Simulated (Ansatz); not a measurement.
Z-matrix (Å, degrees):
```
Si
Al 1 2.389
Ge 1 2.381 2 62.7
Br 1 2.446 2 63.5 3 105.9
H 1 1.495 2 158.2 3 150.4
H 2 1.577 1 146.9 3 166.9
H 3 1.542 1 126.1 2 119.3
H 3 1.544 1 108.4 2 -107.0
```

Charge 0, multiplicity 1. The bonds changed during the relaxation, so this is another structure than the one it started from.

Q: List the PBE/def2-TZVPP orbital energies in eV (Ansatz). (Estimate.)

A: Computed: Occupied: -13089.49, -10804.21, -1780.40, -1682.60, -1516.96, -1516.93, -1516.89, -1507.31, -1337.59, -1191.02, -1191.00, -1190.99, -229.37, -171.50, -171.40, -171.30, -162.14, -138.05, -113.61, -113.56, -113.55, -107.51, -94.91, -94.74, -94.69, -69.55, -69.48, -69.36, -68.18, -68.17, -68.09, -68.02, -68.01, -29.40, -29.39, -29.37, -29.35, -29.34, -19.80, -14.19, -12.11, -10.56, -9.09, -8.63, -8.38, -8.09, -7.50, -5.89, -5.42. Lowest empty: -2.45, -1.87, -1.29, -1.18, -0.47, -0.16, 0.48, 0.90.
